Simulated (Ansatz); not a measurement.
# Molecular dynamics, step by step

CH6IN (SMILES N.CI), singlet, HF/def2-SVP (Ansatz 0.2.0). Settings (timestep in fs, temperature in K; T counts 21 degrees of freedom):

```yaml
hamiltonian: {xc: hf}
md: {n_steps: 30, timestep: 0.5, temperature: 300, ensemble: nvt_nose_hoover, seed: 803, initial_velocities: maxwell_boltzmann}
```

Start (the SMILES describes the start alone):

```xyz
9
angstrom
N -0.1798 -0.0385 -1.7662
H 0.3570 -0.6227 -2.3954
H -0.9158 -0.6167 -1.3760
H -0.6270 0.6749 -2.3289
C 0.4588 0.2643 1.5410
I -1.2121 -1.0294 1.8326
H 0.5558 0.3987 0.4651
H 0.2380 1.1956 2.0537
H 1.3252 -0.2264 1.9740
```

```
step  time (fs)  potential energy less the start (meV)  kinetic energy (meV)  T (K)
   0       0.00                                    0.0                 271.4    300
   2       1.00                                   38.3                 233.9    259
   4       2.00                                   96.3                 177.4    196
   6       3.00                                   98.4                 174.9    193
   8       4.00                                   64.2                 207.7    230
  10       5.00                                   71.8                 200.2    221
  12       6.00                                  116.5                 157.0    174
  14       7.00                                  122.2                 151.5    167
  16       8.00                                   76.5                 196.2    217
  18       9.00                                   44.5                 227.6    252
  20      10.00                                   61.7                 211.3    234
  22      11.00                                   89.7                 184.1    203
  24      12.00                                   87.7                 185.9    205
  26      13.00                                   78.4                 194.5    215
  28      14.00                                   98.2                 175.4    194
  30      15.00                                  123.8                 150.6    166
```

Step 8, positions (Å) and forces (eV/Å):

```tsv
atom	x	y	z	Fx	Fy	Fz
N1	-0.188	-0.046	-1.737	0.780	-0.084	-0.344
H2	0.320	-0.666	-2.349	0.133	0.439	-0.139
H3	-0.926	-0.616	-1.391	-0.785	0.201	0.186
H4	-0.522	0.755	-2.256	-0.145	-0.542	0.122
C5	0.458	0.268	1.531	-0.319	-0.213	-0.709
I6	-1.211	-1.029	1.830	-0.426	-0.324	0.214
H7	0.513	0.375	0.454	0.286	-0.012	0.022
H8	0.213	1.199	1.993	0.042	0.528	0.466
H9	1.306	-0.228	1.960	0.434	0.007	0.182
```

Step 20, positions (Å) and forces (eV/Å):

| atom | x | y | z | Fx | Fy | Fz |
| --- | --- | --- | --- | --- | --- | --- |
| N1 | -0.193 | -0.065 | -1.690 | 1.211 | 0.913 | -1.289 |
| H2 | 0.318 | -0.665 | -2.348 | -0.665 | 0.584 | 0.592 |
| H3 | -1.032 | -0.506 | -1.413 | -0.762 | -0.477 | 0.088 |
| H4 | -0.423 | 0.819 | -2.160 | 0.197 | -1.005 | 0.369 |
| C5 | 0.452 | 0.275 | 1.510 | 0.227 | 0.104 | -0.382 |
| I6 | -1.210 | -1.029 | 1.827 | -0.319 | -0.247 | 0.237 |
| H7 | 0.526 | 0.343 | 0.423 | 0.148 | 0.078 | 0.358 |
| H8 | 0.216 | 1.230 | 1.969 | 0.068 | -0.069 | 0.034 |
| H9 | 1.328 | -0.192 | 1.956 | -0.105 | 0.118 | -0.007 |

Step 28, positions (Å) and forces (eV/Å):

```
atom       x       y       z      Fx      Fy      Fz
  N1  -0.191  -0.076  -1.662  -1.284   0.251   0.895
  H2   0.277  -0.631  -2.332   0.094  -0.810  -0.540
  H3  -1.132  -0.426  -1.452   1.060  -0.254  -0.292
  H4  -0.367   0.798  -2.095   0.123   0.832  -0.356
  C5   0.451   0.282   1.495   0.264  -0.242  -0.206
  I6  -1.210  -1.030   1.825  -0.121  -0.099   0.178
  H7   0.569   0.337   0.422  -0.088   0.125  -0.087
  H8   0.240   1.223   1.956  -0.318   0.577   0.155
  H9   1.326  -0.140   1.951   0.269  -0.380   0.253
```

Last step (30):

```
atom    x (Å)    y (Å)    z (Å)
  N1  -0.1909  -0.0775  -1.6548
  H2   0.2605  -0.6304  -2.3288
  H3  -1.1507  -0.4178  -1.4654
  H4  -0.3470   0.7946  -2.0801
  C5   0.4507   0.2833   1.4892
  I6  -1.2100  -1.0299   1.8246
  H7   0.5783   0.3384   0.4264
  H8   0.2388   1.2397   1.9592
  H9   1.3327  -0.1355   1.9561
```

The run took about 26 s on 4 CPU threads of an Intel Xeon Platinum 8488C (shared host).
